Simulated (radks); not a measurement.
Spherical quantum dot in the effective-mass picture: electrons in a well V = -V0 / (1 + exp((r - R)/a)) with V0 = 10.9, R = 6.23, a = 0.28, all in effective atomic units (hartree* = m*/eps^2 hartree, bohr* = eps/m* bohr), one dielectric constant everywhere. Calculated with a radial shooting solver with Libxc functionals: non-relativistic Kohn-Sham, LDA (Slater exchange, Perdew-Wang correlation), spin-polarised, spherical densities. Levels are named by radial order and angular momentum (1s, 1p, 1d, 2s, ...), and open shells are averaged over m. Results are scaled to m* = 0.053 and eps = 7.6, for which hartree* = 24.97 meV and bohr* = 7.588 nm.

N = 6, configuration 1s2 1p(up 3, down 1). This is the lowest configuration that the search found. Occupied and some empty levels:

level,occupation,eigenvalue (meV),<r> (nm)
1s up,1,-237.64,27.45
1s down,1,-236.89,27.39
1p up,3,-235.27,29.44
1p down,1,-234.51,29.47
1d up,0,-231.53,30.99
1d down,0,-230.78,31.04
1f up,0,-226.66,32.23
1f down,0,-225.92,32.30
2s up,0,-225.89,21.34
2s down,0,-225.39,21.28

Energy (meV): total -1513.14, kinetic 33.664, external -1624.3, Hartree 107.34, exchange-correlation -29.849.

Electron density:

r (nm),n(r) (e/nm^3)
4.16,8.770e-06
8.63,0.00001204
13.1,0.00001748
17.6,0.00002440
22.0,0.00003077
26.5,0.00003313
31.0,0.00002815
35.4,0.00001657
39.9,5.258e-06
44.3,5.345e-07
48.8,9.735e-09
53.3,5.501e-11
